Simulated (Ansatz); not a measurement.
Reaction (SMILES): Br (HBr) → [Br-] + H+
B3LYP-D3(BJ)/def2-TZVP geometries, fixed; electronic energies without zero-point terms.

Basis-set convergence of the deprotonation energy at B2PLYP with Ansatz (a program for electronic structure). All functions are spherical. Cores are frozen (with 3d on Ga to Br). No added dispersion term, no relativity. Functions are those of the species that has most. Reference: the value in aug-cc-pV5Z, 324.91 kcal/mol, itself unsure by roughly 0.15 kcal/mol (its mean distance from aug-pcseg-3, aug-cc-pVQZ, def2-QZVPPD). Deviations are taken from unrounded values.

```
basis        functions  deprotonation energy (kcal/mol)
-----------  ---------  -------------------------------
cc-pVDZ             32                           338.48
aug-cc-pVDZ         45                           322.88
pcseg-1             32                           336.27
aug-pcseg-1         45                           320.62
def2-SVP            37                           342.14
def2-SVPD           49                           323.07
def2-TZVP           54                           328.50
def2-TZVPD          66                           324.33
cc-pVTZ             57                           329.52
aug-cc-pVTZ         82                           324.97
pcseg-2             57                           328.59
aug-pcseg-2         82                           324.76
def2-TZVPP          62                           329.65
def2-TZVPPD         74                           325.28
cc-pVQZ             98                           326.64
aug-cc-pVQZ        139                           324.96
pcseg-3            101                           326.02
aug-pcseg-3        142                           324.96
def2-QZVPP         119                           327.34
def2-QZVPPD        131                           325.26
cc-pV5Z            159                           325.98
aug-cc-pV5Z        220                           324.91
```

What the diffuse functions change, pair by pair:
- cc-pVDZ to aug-cc-pVDZ: 13 more functions, deviation 13.57 to -2.03 kcal/mol
- pcseg-1 to aug-pcseg-1: 13 more functions, deviation 11.36 to -4.29 kcal/mol
- def2-SVP to def2-SVPD: 12 more functions, deviation 17.23 to -1.84 kcal/mol
- def2-TZVP to def2-TZVPD: 12 more functions, deviation 3.58 to -0.59 kcal/mol
- cc-pVTZ to aug-cc-pVTZ: 25 more functions, deviation 4.61 to 0.06 kcal/mol
- pcseg-2 to aug-pcseg-2: 25 more functions, deviation 3.68 to -0.16 kcal/mol
- def2-TZVPP to def2-TZVPPD: 12 more functions, deviation 4.74 to 0.37 kcal/mol
- cc-pVQZ to aug-cc-pVQZ: 41 more functions, deviation 1.72 to 0.05 kcal/mol
- pcseg-3 to aug-pcseg-3: 41 more functions, deviation 1.11 to 0.04 kcal/mol
- def2-QZVPP to def2-QZVPPD: 12 more functions, deviation 2.42 to 0.35 kcal/mol
- cc-pV5Z to aug-cc-pV5Z: 61 more functions, deviation 1.07 to 0.00 kcal/mol

Leaving out the reference's own pair, they bring the value nearer the reference by more than 0.15 kcal/mol in 10 of 10 pairs.
